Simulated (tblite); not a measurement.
C5H10BrNSi.
SMILES with atom numbers: `[CH:1]#[C:2][Si@@H:3]([Br:4])[CH2:5][N:6]([CH3:7])[CH3:8]` (hydrogens: H9 on C1; H10 on Si3; H11, H12 on C5; H13, H14, H15 on C7; H16, H17, H18 on C8)

Computed with GFN2-xTB (tblite), gas phase: L-BFGS steps from a force-field or distance-geometry start until the largest atomic force falls under 0.01 eV/Å.

Step 0: E = -666.2374 eV
```
atom  x, y, z in Å  |  force x, y, z in eV/Å
C1      3.2723    1.1155    0.0451   -1.180  -1.419  -0.509
C2      2.5132    0.2208   -0.3048    2.095   2.085   0.936
Si3     1.4279   -1.1415   -0.8090   -0.210  -0.485  -1.151
Br4     2.3084   -3.1391   -0.2561   -0.047   0.304  -0.069
C5     -0.2284   -0.9916    0.0370   -1.023  -0.904  -0.114
N6     -1.1434   -0.0754   -0.6376    0.644  -0.001   0.485
C7     -2.3990   -0.0101    0.0773    0.193  -1.265   0.608
C8     -0.5693    1.2561   -0.7793   -1.358   0.667  -1.086
H9      3.9092    1.9014    0.3550   -0.149  -0.161  -0.086
H10     1.2313   -1.0598   -2.2765    0.204  -0.235   0.370
H11    -0.1163   -0.7875    1.1134   -0.088   0.160   0.062
H12    -0.7066   -2.0015   -0.0354    0.169   0.515   0.193
H13    -2.8117   -1.0618    0.0541    0.073   1.147   0.191
H14    -3.0738    0.6808   -0.4206   -0.050  -0.142   0.113
H15    -2.2033    0.2945    1.1473   -0.533  -0.179  -0.653
H16    -1.3755    1.9804   -0.4583    1.219  -0.331  -0.264
H17    -0.4057    1.4126   -1.8761    0.095   0.115   0.750
H18     0.3619    1.4124   -0.2520   -0.054   0.127   0.225
```

Problem. Estimate the geometry and energy of step 1. (The exact step hangs on the optimiser's Hessian estimate; all steps are aligned on step 0, rigid shifts and turns removed.)

Solution. E = -666.2362 eV, largest force 7.165 eV/Å
```
atom  x, y, z in Å  |  force x, y, z in eV/Å
C1      3.2554    1.0953    0.0379    4.411   5.247   2.084
C2      2.5432    0.2506   -0.2914   -3.851  -4.992  -1.836
Si3     1.4249   -1.1484   -0.8255    0.290   0.457  -0.248
Br4     2.3078   -3.1348   -0.2571   -0.019   0.255  -0.071
C5     -0.2430   -1.0045    0.0354   -0.015  -0.188   0.004
N6     -1.1342   -0.0754   -0.6306    0.003  -0.026   0.270
C7     -2.3963   -0.0282    0.0860    0.115  -0.100   0.000
C8     -0.5887    1.2657   -0.7948    0.013   0.004  -0.104
H9      3.9071    1.8991    0.3538   -0.576  -0.693  -0.288
H10     1.2342   -1.0631   -2.2712    0.169  -0.198   0.029
H11    -0.1176   -0.7852    1.1142   -0.074   0.062  -0.059
H12    -0.7042   -1.9941   -0.0327   -0.175  -0.031   0.139
H13    -2.8106   -1.0454    0.0568   -0.131   0.397   0.181
H14    -3.0745    0.6788   -0.4190    0.180  -0.409   0.277
H15    -2.2109    0.2919    1.1380   -0.430  -0.158  -0.307
H16    -1.3581    1.9757   -0.4621    0.560   0.098  -0.113
H17    -0.4044    1.4142   -1.8654    0.079   0.169   0.149
H18     0.3611    1.4142   -0.2488   -0.549   0.105  -0.108
```

The energy changes by +0.0012 eV. The first-order estimate −F·Δx gives -0.4015 eV and the mean of the old and new forces, exact on a quadratic surface, +0.0214 eV. The step makes an angle of 0° with the force vector and moves no atom by more than 0.044 Å. The energy falls at the start of this step and ends higher, so the step passed the lowest point of its straight line.

What follows is the cost of the whole relaxation. On an Arm Neoverse N1 with one thread, no GPU, shared host with 64 logical CPUs at a one-minute load of 60, this took 2.0 s wall.
